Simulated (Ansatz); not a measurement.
Frontier orbitals of BrCl₂FHf, SMILES `[F][Hf]([Cl])([Cl])[Br]`.

Charge 0, multiplicity 1. Correlated methods include outer-core shells of Br, Hf, which these sets cover unevenly. Scalar relativity is left out up to krypton. Hf: def2 effective core potential. The structure was optimised at the PBE0-D4/def2-TZVP level. Basis def2-TZVPP, the Gaussian-basis code of Ansatz.

```
 functional  HOMO (eV)  LUMO (eV)  gap (eV)
LDA (SPW92)      -8.10      -3.04      5.06
        PBE      -7.92      -2.78      5.14
       PBE0      -9.22      -2.00      7.22
      B3LYP      -8.94      -2.19      6.75
    r2SCANh      -8.76      -2.34      6.42
    r2SCAN0      -9.47      -1.89      7.58
      BHLYP     -10.34      -1.03      9.31
    ωB97M-V     -11.39       0.09     11.48
         HF     -12.17       1.63     13.80
```

A quarter of exact exchange (PBE0) shifts PBE's HOMO by −1.30 eV and its LUMO by +0.78 eV; full exchange at long range (ωB97M-V) shifts them by −3.47 and +2.86 eV. The gap opens from 5.14 to 11.47 eV, since occupied levels lose self-interaction and empty ones feel all the electrons. A positive LUMO is unbound and depends on the basis.

B3LYP here is the variant with VWN-RPA as its local correlation; programs differ in this.
